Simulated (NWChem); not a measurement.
Species: CH5AlFN; SMILES [F][AlH][NH]C

```xyz
9

Al     0.4186    -0.6561    -0.0002
F     -0.4443    -2.0751    -0.0005
H      1.9940    -0.6871    -0.0002
N     -0.4872     0.8702     0.0000
C      0.0513     2.2265     0.0010
H     -1.5019     0.8611    -0.0002
H     -0.2556     2.7953     0.8905
H     -0.2582     2.7974    -0.8862
H      1.1464     2.1907    -0.0006
```
Atoms are numbered in this order, from 1.

Results from NWChem. STO-3G and 3-21G are far too small for this property and stand as cheap habits. Coordinates come from a B3LYP/6-31G* (spherical d) optimisation. GIAO values for the isolated, static molecule; σ is the absolute isotropic shielding, δ = σ(reference) − σ with the isolated reference molecule computed at the same levels (13C: tetramethylsilane, 19F: trichlorofluoromethane, 1H: tetramethylsilane, 15N: ammonia).

```json
[
 {"level": "PBE0/pcSseg-1", "σ Al1 (ppm)": "424.5", "δ F2 (ppm)": "(withheld)", "δ H3 (ppm)": "(withheld)", "δ N4 (ppm)": "(withheld)", "δ C5 (ppm)": "(withheld)", "δ H6 (ppm)": "(withheld)", "δ H7 (rotor mean) (ppm)": "(withheld)"},
 {"level": "BHandHLYP/pcSseg-1", "σ Al1 (ppm)": "435.2", "δ F2 (ppm)": "-169.7", "δ H3 (ppm)": "4.24", "δ N4 (ppm)": "39.6", "δ C5 (ppm)": "29.6", "δ H6 (ppm)": "0.90", "δ H7 (rotor mean) (ppm)": "2.67"},
 {"level": "Hartree-Fock/STO-3G", "σ Al1 (ppm)": "467.4", "δ F2 (ppm)": "-129.4", "δ H3 (ppm)": "2.29", "δ N4 (ppm)": "-17.8", "δ C5 (ppm)": "35.7", "δ H6 (ppm)": "-1.57", "δ H7 (rotor mean) (ppm)": "1.22"},
 {"level": "KT2/pcSseg-1", "σ Al1 (ppm)": "426.8", "δ F2 (ppm)": "-203.6", "δ H3 (ppm)": "4.59", "δ N4 (ppm)": "56.9", "δ C5 (ppm)": "31.6", "δ H6 (ppm)": "1.47", "δ H7 (rotor mean) (ppm)": "2.82"}
]
```

### Question
What belongs in the gaps?

### Answer

- PBE0/pcSseg-1, δ F2 (ppm): -183.2
- PBE0/pcSseg-1, δ H3 (ppm): 4.41
- PBE0/pcSseg-1, δ N4 (ppm): 46.6
- PBE0/pcSseg-1, δ C5 (ppm): 30.2
- PBE0/pcSseg-1, δ H6 (ppm): 1.12
- PBE0/pcSseg-1, δ H7 (rotor mean) (ppm): 2.72
